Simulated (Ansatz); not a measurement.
A single point on C4H9GaS, SMILES `C=[C]([GaH2])CSC`.

```yaml
crystal:
  periodic: [false, false, false]
  atoms:
    - {symbol: C, position_ang: [0.316615, -1.952182, 0.852256]}
    - {symbol: C, position_ang: [0.659994, -0.888210, 0.136647]}
    - {symbol: Ga, position_ang: [1.687199, 0.785251, 0.526093]}
    - {symbol: C, position_ang: [0.058482, -0.587944, -1.203534]}
    - {symbol: S, position_ang: [-0.215735, 1.218340, -1.209047]}
    - {symbol: C, position_ang: [-1.575768, 1.332970, -0.038310]}
    - {symbol: H, position_ang: [0.736986, -2.141151, 1.835026]}
    - {symbol: H, position_ang: [-0.393759, -2.693921, 0.486030]}
    - {symbol: H, position_ang: [1.345763, 1.638004, 1.802971]}
    - {symbol: H, position_ang: [2.997241, 1.041314, -0.305672]}
    - {symbol: H, position_ang: [0.778966, -0.744169, -2.012697]}
    - {symbol: H, position_ang: [-0.864798, -1.120530, -1.453761]}
    - {symbol: H, position_ang: [-1.360443, 0.733687, 0.847432]}
    - {symbol: H, position_ang: [-1.670761, 2.380532, 0.245881]}
    - {symbol: H, position_ang: [-2.499971, 0.998011, -0.509325]}
basis:
  gaussian: {orbitals: def2-TZVPP}
hamiltonian: {xc: pbe}
correlation: {method: rpa}
```

```sh
$ ansatz run in.yaml --threads 2 --pin off --events-out ev --progress --plain --max-ram 32768MiB --backend cuda --devices 0, --max-vram 18GiB
```

Shortened log:

```
Functional definition: PBE
2010 factors; integrals over basis functions are off by at most 9.7e-4 eV
mean field evaluation 1: about -67469.1558 eV, gradient 9.8e1 eV
mean field evaluation 2: about -67469.1434 eV, gradient 9.8e1 eV
mean field evaluation 4: about -67482.9201 eV, gradient 4.9e1 eV
mean field evaluation 8: about -67490.6341 eV, gradient 1.6e0 eV
mean field evaluation 16: about -67490.6403 eV, gradient 3.3e-3 eV
mean field -67490.64033170 eV, -2480.2352853910 hartree, gradient 8.2e-6 eV, S^2 0.000000; 1 other end points of the search recorded, 0 dependent functions left out
18 core orbitals not correlated: weight in the atoms' cores, before any rotation towards them, 1.000 or more for the frozen orbitals, at most 0.000 for the correlated occupied ones
reference -67414.34654229 eV, -2477.4315403437 hartree; 22, 22 occupied and 300, 300 virtual orbitals, 2010 factors
Total energy: -67463.44816365 eV, -2479.2359916466 hartree
```

Run time 4.3 s (2 threads of an AMD EPYC 7R13 on a shared host and a share of an NVIDIA H100 80 GB); peak host memory 1.6 GiB.
